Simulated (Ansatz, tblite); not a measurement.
Cost and result up the ladder for the cluster MgSi3 (4 atoms). The state is a singlet with charge 0. Geometry: r2SCAN-D4/def2-TZVP.

Cartesian coordinates in Å:
```
Mg -0.7636 1.3049 -1.4593
Si -0.2488 0.8247 1.0095
Si 0.3203 -0.9470 -0.8727
Si 0.6921 -1.1826 1.3225
```

Ansatz on 4 threads of Arm Neoverse V1 on a shared host; xTB runs through tblite on one thread. Times are rough, summed over both states, and most runs start from the orbitals of an earlier one. RPA@PBE/def2-TZVP serves as the yardstick here, not as an exact answer. Differences are given only for rows in sets of like size (and for xTB, whose basis is part of the method), since another set adds its own error. The other state is a quintet at its own geometry.

The xTB rows come from tblite. LC-ωPBE has ω = 0.4 bohr⁻¹. B3LYP takes the VWN-RPA correlation. Correlated methods freeze 16 core orbitals; core or outer-core shells of Mg are correlated, in sets that lack core-valence functions. In CCSD on the charge 0 quintet the largest single amplitude is 0.15, so its Hartree–Fock determinant may place the open shell otherwise than the density functionals do. The structure comes from a short search, and lower isomers may exist.

Run but left out: HF/6-31G (singlet: restricted singlet, unstable in another Hartree–Fock run and untested here); HF/def2-TZVP, HF/def2-TZVPP, PBE-QIDH/def2-TZVP (singlet: restricted singlet, unstable towards broken spin symmetry); MP2/def2-TZVP, MP2/def2-TZVPP (quintet: ⟨S²⟩ 6.35, where a pure state has 6.00).

Correlated methods converge slowly with the basis.

xTB has no spin-polarisation term.

| level | functions | quintet − singlet (eV) | difference from RPA@PBE/def2-TZVP (eV) | remarks |
| --- | --- | --- | --- | --- |
| PBE-D4/def2-TZVP | 143 | 2.50 | -0.05 | – |
| B3LYP-D4/6-31G | 52 | 2.63 | – | – |
| CCSD(T)/def2-TZVPP | 158 | 2.59 | 0.05 | large T1 (0.022) (singlet), large T1 (0.048) (quintet), restricted SCF unstable (singlet), spin-contaminated (⟨S²⟩ 6.35) (quintet) |
| GFN2-xTB | 36 | 3.14 | 0.60 | – |
| RPA@PBE/def2-TZVP | 143 | 2.54 | 0.00 | – |
| GFN1-xTB | 31 | 2.88 | 0.34 | – |
| PBE0-D4/def2-TZVP | 143 | 2.36 | -0.18 | – |
| CAM-B3LYP-D4/def2-TZVP | 143 | 2.40 | -0.14 | – |
| r2SCAN-D4/def2-TZVP | 143 | 2.25 | -0.29 | – |
| LC-ωPBE/def2-TZVP (with forces) | 143 | 2.01 | -0.53 | spin-contaminated (⟨S²⟩ 6.14) (quintet) |
| r2SCAN0-D4/def2-TZVP | 143 | 2.15 | -0.39 | – |
| B97M-V/def2-TZVP | 143 | 2.61 | 0.06 | – |

(1) Estimate how long each takes.

## Answers

(1) GFN1-xTB 0.006 s; GFN2-xTB 0.015 s; B3LYP-D4/6-31G 2.5 s; PBE-D4/def2-TZVP 3.7 s; PBE0-D4/def2-TZVP 5.7 s; RPA@PBE/def2-TZVP 6.3 s; LC-ωPBE/def2-TZVP (with forces) 10 s; CAM-B3LYP-D4/def2-TZVP 11 s; r2SCAN-D4/def2-TZVP 11 s; r2SCAN0-D4/def2-TZVP 13 s; B97M-V/def2-TZVP 16 s; CCSD(T)/def2-TZVPP 86 s. On shared hardware such times vary by a factor of up to 3.
